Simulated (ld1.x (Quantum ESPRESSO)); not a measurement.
**What the settings do to the TM semilocal potential of Sm (Z = 62)**

Base potential:

```
Element                 : Sm (Z = 62)
Generator               : ld1.x (Quantum ESPRESSO) 7.5
Type                    : norm-conserving Troullier–Martins (semilocal form)
Functional              : PBE
Relativity              : scalar-relativistic
Frozen core             : [Xe]
Valence charge          : 8
Reference configuration : 4f6 5d0 6s2 6p0
Partial waves           : 6s (bound): rc 3.55 bohr; 5d (bound, empty): rc 2.85 bohr; 4f (bound): rc 0.90 bohr; 6p (bound, empty): rc 4.05 bohr
Local potential         : the p channel
Core correction         : a·sin(br)/r model core inside 0.75 bohr
```

Cutoffs, loose and tight: the cutoffs (Ry, on a coarse ladder) from which the occupation-weighted sum of valence levels, in a spherical-Bessel basis at the reference potential, stays within 10 and 1 mRy of its value at 400 Ry. They do not see the model core or the augmentation charge, which bear on the density cutoff. Test errors are all-electron minus pseudo excitation energies from the reference, over the configurations 4f6 5d0 6s1 6p0; 4f6 5d0 6s0 6p0; 4f5 5d0 6s0 6p0; 4f7 5d0 6s0 6p0; 4f5 5d1 6s2 6p0; 4f6 5d0 6s1 6p1; 4f6 5d0 6s0 6p1. A dash means not determined; rows that change the core or the reference have their own tests. The largest error is taken over the tests solved by every variant that gives reliable tests at all: 4f5 5d0 6s0 6p0; 4f6 5d0 6s0 6p0; 4f6 5d0 6s0 6p1; 4f6 5d0 6s1 6p0; 4f6 5d0 6s1 6p1.

Cutoffs are not given where the Bessel-basis levels miss the radial ones by over 6 mRy, ghosts where they miss by over 20 mRy; a channel whose overlap is not positive is not tested.

A semilocal file is local in each channel, so a ghost entry of none says nothing of the separable form that plane-wave codes build from it.

| change | outcome | bound ghosts | largest test error (meV) |
| --- | --- | --- | --- |
| base | generated | none | -1398 |
| wave 6s (bound): rc 3.55 bohr becomes 6s (bound): rc 2.44 bohr | generated | none | -1808 |
| wave 6s (bound): rc 3.55 bohr becomes 6s (bound): rc 2.92 bohr | generated | none | -1477 |
| wave 6s (bound): rc 3.55 bohr becomes 6s (bound): rc 3.20 bohr | generated | none | -1407 |
| wave 6s (bound): rc 3.55 bohr becomes 6s (bound): rc 3.70 bohr | generated | none | -1406 |
| wave 6s (bound): rc 3.55 bohr becomes 6s (bound): rc 4.24 bohr | generated | none | -1535 |
| wave 6s (bound): rc 3.55 bohr becomes 6s (bound): rc 4.66 bohr | generated | none | -1715 |

What comes out with this change to the base: wave 6s (bound): rc 3.55 bohr becomes 6s (bound): rc 5.38 bohr?

outcome: generated; bound ghosts: none; largest test error (meV): -2057.
